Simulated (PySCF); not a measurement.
[YbO(OH)]− at several levels of theory

Computed with PySCF 2.14.0 (density fitting, no spin-orbit coupling) at the geometry relaxed with PBE0:

```xyz
4
[YbO(OH)]− (singlet in the valence; each metal's 4f electrons, 14 of them, lie in its core potential, out of spins and levels)
Yb   -0.0181   -0.0428   -0.2185
O     1.7868    0.0229    0.7667
O    -2.1204    0.0265    0.4676
H    -2.8293    0.0822    1.1128
```

```json
{"level": "PBE0", "basis": "Yb lcecp-0-SVP with ECP60, O def2-SVP, H def2-SVP", "state": "singlet", "HOMO (eV)": "–", "gap (eV)": "–", "charge on Yb1 (e)": "0.19", "population of f-type functions on Yb1 (polarisation alone where 4f lies in the core)": "0.02", "dipole about the centre of mass (D)": "6.99", "largest force component (eV/Å)": "0.01"}
{"level": "r2SCAN", "basis": "the same", "state": "singlet", "HOMO (eV)": "–", "gap (eV)": "–", "charge on Yb1 (e)": "0.14", "population of f-type functions on Yb1 (polarisation alone where 4f lies in the core)": "0.02", "dipole about the centre of mass (D)": "6.43", "largest force component (eV/Å)": "0.28"}
{"level": "PBE0", "basis": "Yb lcecp-0-TZVP with ECP60, O def2-TZVP, H def2-TZVP", "state": "singlet", "HOMO (eV)": "–", "gap (eV)": "–", "charge on Yb1 (e)": "0.66", "population of f-type functions on Yb1 (polarisation alone where 4f lies in the core)": "0.03", "dipole about the centre of mass (D)": "7.47", "largest force component (eV/Å)": "0.55"}
```

In the lcecp rows the 4f levels are missing from HOMO and gap, and the state counts the valence alone.

Charges are Mulliken's, which hang on the basis. The relaxation used the grid (50, 194), these runs (75, 302) or, all-electron (x2c bases, spin-free X2C Hamiltonian), (99, 590).

Q: What does BP86 with Yb lcecp-0-SVP with ECP60, O def2-SVP, H def2-SVP give here?

A: state singlet, charge on Yb1 (e) 0.01, population of f-type functions on Yb1 (polarisation alone where 4f lies in the core) 0.02, dipole about the centre of mass (D) 5.77, largest force component (eV/Å) 0.51. Time: 6.8 s on 2 threads of Intel(R) Xeon(R) Platinum 8259CL CPU @ 2.50GHz (Skylake/Cascade Lake), with other jobs on the host, from an already converged density.

An lcecp potential fixes the number of 4f electrons, so in runs with it no electron can move into or out of that shell.

Small gap, closed shell not tested for a spin-broken solution: BP86, r2SCAN.
